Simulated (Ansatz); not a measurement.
Cost and result for the atomization energy of `O[SiH](F)S[SiH2]F` (10 atoms, 9 bonds).

```xyz
10

O    -2.475    0.243    1.159
Si   -1.218    0.606    0.200
F    -0.087    1.402    0.994
S    -0.347   -1.194   -0.534
Si    1.702   -0.634   -0.631
F     1.900    0.599   -1.624
H    -2.379   -0.458    1.806
H    -1.728    1.483   -0.861
H     2.397   -1.812   -1.193
H     2.236   -0.236    0.685
```

Total charge 0; spin multiplicity 1. The structure was optimised at the PBE0-D4/def2-TZVP level. It is one conformer, not always the lowest. Program: Ansatz. All runs use 4 threads of an Intel Xeon on a shared host. Times are those of one run each, without the atoms' runs, and a repeat can differ threefold. Electronic energies, without spin–orbit coupling; frozen cores. CCSD(T)/CBS adds CCSD(T) − MP2 in def2-TZVPP to the MP2 limit, and its time is that of the two runs behind it. T1 = 0.012. HSE06 is the plane-wave form, built on full-range PBE exchange.

CCSD(T)/CBS is a level of theory with its own doubt, some kJ/mol a heavy atom from the limit and from the frozen cores, so smaller differences don't rank the functionals.

| level | functions | atomization (kcal/mol) | difference from CCSD(T)/CBS | per bond |
| --- | --- | --- | --- | --- |
| CCSD(T)/def2-TZVPP | 275 | 869.6 | -30.5 | -3.4 |
| PBE-QIDH/def2-TZVPP | 275 | 882.5 | -17.6 | -2.0 |
| CCSD(T)/CBS(def2) | – | 900.1 | 0.0 | 0.0 |
| MP2/def2-QZVPP | 501 | 914.4 | 14.3 | 1.6 |
| r2SCAN-D4/def2-TZVPP (with forces) | 275 | 896.5 | -3.6 | -0.4 |
| r2SCANh-D4/def2-TZVPP | 275 | 888.9 | -11.2 | -1.2 |
| HSE06-D4/def2-TZVPP | 275 | 881.9 | -18.2 | -2.0 |
| ωB97X-V/def2-TZVPP | 275 | 899.2 | -0.9 | -0.1 |
| CCSD(T)/def2-SVP | 116 | 812.6 | -87.5 | -9.7 |
| B97M-V/def2-TZVPP | 275 | 897.8 | -2.3 | -0.3 |
| LDA (SPW92)/def2-TZVPP | 275 | 1017.0 | 116.9 | 13.0 |
| B2PLYP/def2-TZVPP | 275 | 880.9 | -19.2 | -2.1 |
| revPBE-D4/def2-TZVPP | 275 | 875.0 | -25.1 | -2.8 |

**Question.** Order the runs by time, with rough figures. (Estimate.)

**Answer.** Computed: LDA (SPW92)/def2-TZVPP 1.4 s; revPBE-D4/def2-TZVPP 2 s; HSE06-D4/def2-TZVPP 3.4 s; r2SCAN-D4/def2-TZVPP (with forces) 4 s; r2SCANh-D4/def2-TZVPP 4.7 s; B2PLYP/def2-TZVPP 5.5 s; PBE-QIDH/def2-TZVPP 5.5 s; CCSD(T)/def2-SVP 5.5 s; B97M-V/def2-TZVPP 6.5 s; ωB97X-V/def2-TZVPP 7 s; MP2/def2-QZVPP 24 s; CCSD(T)/def2-TZVPP 2.6 min; CCSD(T)/CBS(def2) 3 min.

In def2-TZVPP, CCSD(T) changes the Hartree–Fock value by +214.2 kcal/mol (the triples alone add +13.7 kcal/mol) and MP2 by +240.5 kcal/mol; breaking electron pairs costs correlation energy, which Hartree–Fock lacks. From BLYP to BHLYP (50 % exact exchange), in def2-TZVPP and without D4, the atomization energy moves by −18.8 kcal/mol: exact exchange takes away binding that semilocal exchange gives to molecules. The D4 term adds +10.8 kcal/mol with B3LYP and +5.7 kcal/mol with PBE0; it sums over pairs of atoms, weighted by their polarisabilities, and B3LYP, whose exchange is more repulsive, gets the larger term.

B3LYP here is the variant with VWN-RPA as its local correlation; programs differ in this.
